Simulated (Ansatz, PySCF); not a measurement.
Complex: HCl (SMILES Cl) (first 2 atoms) with SiH4 (SMILES [SiH4]); geometry from B3LYP-D3(BJ)/def2-TZVP, rigid monomers moved along the line of their centres of mass till Cl1···Si3 is 3.40 Å.
(charge 0, multiplicity 1):
```xyz
7

Cl     0.62552     1.13809    -0.22468
H      1.11864    -0.03363    -0.05765
Si    -0.09596     0.03781     2.90570
H     -0.23274     1.50743     2.98621
H     -1.07709    -0.50960     1.94294
H     -0.33369    -0.55856     4.24049
H      1.27257    -0.31178     2.45914
```

Quantity: the interaction energy.

Counterpoise-corrected where a basis set is named; no monomer relaxation.

Correlated levels freeze the cores. CBS(a, b) extrapolates the correlation energy as X⁻³ and adds the Hartree–Fock energy of set b.

Programs: Ansatz (a program for electronic structure); PySCF for the dispersion terms. Values without a source in brackets are computed.

Costs are ratios of core time to PBE/def2-TZVPPD (roughly 5 s), for whole runs (searches for the state included, and forces where a run took them) on one shared machine, so rough; each difference counts from -1.3 kJ/mol (CCSD(T)/CBS(aug-cc-pV(D+d)Z, aug-cc-pV(T+d)Z), a level with limits of its own).

A star marks coupled-cluster runs past 200 virtual orbitals, where the program's memory plan changes under this machine's limit, so their costs aren't comparable with smaller runs.

| level | basis functions | cost | difference (kJ/mol) |
|---|---|---|---|
| PBE/def2-TZVPPD | 184 | ×1 | 3.9 |
| PBE-D3(BJ)/def2-TZVPPD | 184 | ×1 | -0.7 |
| r2SCAN/def2-TZVPPD | 184 | ×2 | 1.6 |
| r2SCAN-D3(BJ)/def2-TZVPPD | 184 | ×2 | 0.1 |
| B3LYP/def2-TZVPPD | 184 | ×2 | 8.4 |
| B3LYP-D3(BJ)/def2-TZVPPD | 184 | ×2 | 0.0 |
| PBE0/def2-TZVPPD | 184 | ×2 | 3.8 |
| PBE0-D3(BJ)/def2-TZVPPD | 184 | ×2 | -0.6 |
| wB97X-V/def2-TZVPPD | 184 | ×3 | 0.5 |
| wB97M-V/def2-TZVPPD | 184 | ×3 | -0.2 |
| CCSD(T)/aug-cc-pV(D+d)Z | 109 | ×4 | 3.8 |
| CCSD(T)/aug-cc-pV(T+d)Z | 225 | ×40* | 1.0 |
